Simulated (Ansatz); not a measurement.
The same molecule with X = O, S, Se. Ansatz, PBE0-D4/def2-TZVP geometries, multiplicity 1. Each molecule was computed in one conformer, which needn't be the lowest.

Scalar relativity is left out up to krypton.

```tsv
X	molecule	mean X–H bond length / Å	mean X–Si bond length / Å	HOMO–LUMO gap (PBE0/def2-TZVPP) / eV	size of the dipole moment (PBE/def2-TZVPP) / D	size of the dipole moment (ωB97M-V/def2-TZVPP) / D
O	`C[SiH2][SiH2]O`	0.958	1.658	7.23	1.21	1.23
Se	`C[SiH2][SiH2][SeH]`	1.470	2.293	6.48	1.18	1.26
```

Give the row for X = S, `C[SiH2][SiH2]S`. (An estimate is asked.)

Ansatz gave: 
```tsv
X	molecule	mean X–H bond length / Å	mean X–Si bond length / Å	HOMO–LUMO gap (PBE0/def2-TZVPP) / eV	size of the dipole moment (PBE/def2-TZVPP) / D	size of the dipole moment (ωB97M-V/def2-TZVPP) / D
S	`C[SiH2][SiH2]S`	1.344	2.151	6.95	1.22	1.26
```

From O to Se the mean X–H bond length rises at each step, by 0.512 Å in all; the mean X–Si bond length rises at each step, by 0.635 Å in all; the HOMO–LUMO gap (PBE0/def2-TZVPP) falls at each step, by 0.75 eV in all. Bonds lengthen as the atom grows down the group. Dipoles are sizes alone, and their direction can turn along the series.

Spin–orbit coupling is left out; it splits and shifts lone-pair levels of the heavy atoms by tenths of an eV.
